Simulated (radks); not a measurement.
Values are calculated unless marked as measured or tabulated.
Task: Species: Yb+. Configuration: [Kr] 4d10 4f14 5s1 5p6 6s1 7s1 (not the ground configuration). Level of theory: scalar-relativistic Kohn-Sham, exchange-only r2SCAN, spin-polarised, spherical densities, finite nucleus; open shells are filled with parallel spins first (spin-orbit coupling, left out, can overturn this in heavy ions); meta-GGA in the generalised Kohn-Sham scheme; Fermi nuclear charge, rms radius 5.3108 fm (a radial shooting solver on a logarithmic mesh with Libxc functionals). Some entries of the table are withheld. Estimate them.

orbital  occ.  eigenvalue (eV)  <r> (bohr)
1s up       1        -61331.07     0.01966
1s down     1        -61330.93     0.01966
2s up       1        -10429.35     0.08332
2s down     1        -10429.28     0.08332
2p up       3        -9190.856     0.07415
2p down     3        -9190.773     0.07415
3s up       1        -2372.173      0.2164
3s down     1        -2372.128      0.2164
3p up       3        -1996.818      0.2160
3p down     3        -1996.763      0.2160
3d up       5        -1539.261      0.1961
3d down     5        -1539.189      0.1961
4s up       1        -485.1752      0.4884
4s down     1        -484.9756      0.4883
4p up       3        -361.3776      0.5186
4p down     3        -361.1596      0.5183
4d up       5        -197.5100      0.5611
4d down     5        -197.1864      0.5601
5s up       1         -72.8886       1.198
5p up       3              (1)         (2)
5p down     3              (3)         (4)
4f up       7         -18.8270      0.7628
4f down     7         -18.1457      0.7531
6s up       1         -13.2350       3.179
7s up       1          -4.7538       7.236

Result: 
(1) 5p up eigenvalue (eV): -43.9680
(2) 5p up <r> (bohr): 1.407
(3) 5p down eigenvalue (eV): -42.1436
(4) 5p down <r> (bohr): 1.412
